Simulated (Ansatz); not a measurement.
A nudged elastic band was laid between two geometries of BH₆O₂PSi (11 atoms, charge 0, multiplicity 1).

Level of theory: RKS PBE/def2-SVP in Ansatz 0.2.0.

```json
{
  "movable images": "9",
  "climbing image": "yes",
  "spring": "5.0 eV/Å²",
  "optimiser": "quadratic models (default)",
  "start path": "through a guess of the saddle point",
  "force threshold": "0.03 eV/Å",
  "iteration limit": "60",
  "end points": "relaxed"
}
```

Initial state:

```xyz
11
Properties=species:S:1:pos:R:3
B -0.497 2.086 0.923
O -0.277 1.038 0.081
P 1.326 0.346 -0.134
Si 0.407 -1.769 -0.236
O -1.110 -1.584 -0.928
H 0.424 2.601 1.536
H -1.653 2.459 1.014
H 1.307 0.440 -1.577
H 0.347 -2.313 1.168
H 1.251 -2.672 -1.086
H -1.460 -0.689 -0.740
```

Final state:

```xyz
11
Properties=species:S:1:pos:R:3
B -0.135 1.476 0.521
O 0.607 1.246 -0.850
P 1.344 0.175 0.536
Si 0.180 -1.701 -0.053
O -1.400 -1.379 -0.510
H 0.128 2.547 1.036
H -1.301 1.118 0.467
H 1.238 1.975 -1.024
H 0.309 -2.529 1.206
H 0.826 -2.443 -1.187
H -1.731 -0.543 -0.121
```

Q: Which bonds break or form, and what moves?

A: Bonds broken: P3–H8. Bonds formed: B1–P3, O2–H8.

Q: What energy profile does the band end with?

A: The forces met the threshold. The highest image is number 7 of 0 to 10, 202.4 kJ/mol above the first end and 112.6 kJ/mol above the last; the last end lies 89.9 kJ/mol above the first. Beside the main top the profile has a ripple of under 15 meV (maxima at images 4, 7), which may be a very shallow well or noise. A vibrational analysis at the climbing image gives one clearly imaginary mode, 1316i cm⁻¹, and a faint second one (14i cm⁻¹) that may be numerical noise or a soft torsion: probably a first-order saddle point. The orbitals stay closed-shell, which can raise the energy where a bond breaks towards radicals; this wasn't checked here.

| image | path coordinate (Å) | energy (kJ/mol) | P3–H8 (Å) | B1–P3 (Å) | O2–H8 (Å) |
| --- | --- | --- | --- | --- | --- |
| 0 | 0.00 | 0.0 | 1.45 | 2.73 | 2.37 |
| 1 | 0.59 | 0.5 | 1.45 | 2.74 | 2.38 |
| 2 | 1.19 | 9.0 | 1.45 | 2.76 | 2.42 |
| 3 | 1.78 | 35.5 | 1.44 | 2.63 | 2.43 |
| 4 | 2.38 | 57.7 | 1.44 | 2.37 | 2.42 |
| 5 | 2.98 | 57.2 | 1.43 | 2.07 | 2.41 |
| 6 | 3.58 | 112.6 | 1.42 | 2.05 | 1.96 |
| 7 | 4.18 | 202.4 | 1.58 | 2.04 | 1.31 |
| 8 | 4.81 | 121.8 | 2.12 | 1.99 | 0.98 |
| 9 | 5.44 | 95.3 | 2.39 | 1.97 | 0.98 |
| 10 | 6.07 | 89.9 | 2.38 | 1.97 | 0.98 |

Q: What is the geometry of the highest image?

A: 
```xyz
11
Properties=species:S:1:pos:R:3
B -0.249 1.685 0.639
O 0.059 1.257 -0.726
P 1.258 0.315 0.502
Si 0.248 -1.669 -0.113
O -1.368 -1.334 -0.386
H 0.178 2.758 1.026
H -1.237 1.137 1.093
H 1.354 1.108 -0.856
H 0.347 -2.679 0.989
H 0.972 -2.172 -1.334
H -1.496 -0.464 -0.815
```

Time of the run: 16 min on 2 threads of Intel(R) Xeon(R) Platinum 8259CL CPU @ 2.50GHz (Skylake/Cascade Lake) (shared host), peak memory 0.17 GiB.
